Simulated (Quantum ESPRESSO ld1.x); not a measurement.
Values are calculated unless marked as measured or tabulated.
Radial electron density D(r) = 4 pi r^2 rho(r) of an atom or ion with 45 electrons. Code: ld1.x of Quantum ESPRESSO 7.5. Model: Dirac Kohn-Sham, relativistic LDA (MacDonald-Vosko exchange, VWN5 correlation), spin-unpolarised, spherical densities, point nucleus.

r (bohr),D(r) (e/bohr)
0.002673,13.57
0.003038,16.40
0.003426,19.49
0.003894,23.28
0.004425,27.61
0.004989,32.15
0.005671,37.48
0.006445,43.23
0.007267,48.89
0.008259,55.04
0.009387,61.04
0.01058,66.25
0.01203,71.03
0.01367,74.67
0.01541,76.76
0.01752,77.43
0.01991,76.53
0.02245,74.52
0.02552,71.74
0.029,69.20
0.0327,67.96
0.03716,68.79
0.04224,72.38
0.04762,78.15
0.05413,85.88
0.06152,93.41
0.06936,98.30
0.07883,99.41
0.0896,95.64
0.101,88.68
0.1148,80.32
0.1305,74.49
0.1471,73.58
0.1672,77.43
0.1901,83.11
0.2143,85.67
0.2435,81.52
0.2768,69.62
0.3121,54.52
0.3547,39.81
0.4032,31.31
0.4546,29.88
0.5166,32.40
0.5872,34.37
0.662,32.68
0.7524,26.79
0.8552,18.72
0.9642,11.51
1.096,5.787
1.246,2.417
1.404,0.8868
1.596,0.2450
1.814,0.05270
2.045,0.009657
2.325,0.001159

What is the nuclear charge?

Answer. Z = 58. The innermost maximum, from 1s, lies near gamma/Z bohr with gamma = sqrt(1 - (Z/c)^2) = 0.906, here 0.0156 bohr (found: 0.0174), and its height grows with Z. The density is that of the cerium ion Ce13+ in [Kr] 4d9; the configuration itself is not fixed sharply by these data, and Z only to a few units. D(r) has 4 maxima, at r = 0.0174, 0.0763, 0.214, 0.592 bohr, and minima at 0.0335, 0.141, 0.440 bohr, inside which lie 2.02, 11.20, 29.01 electrons.
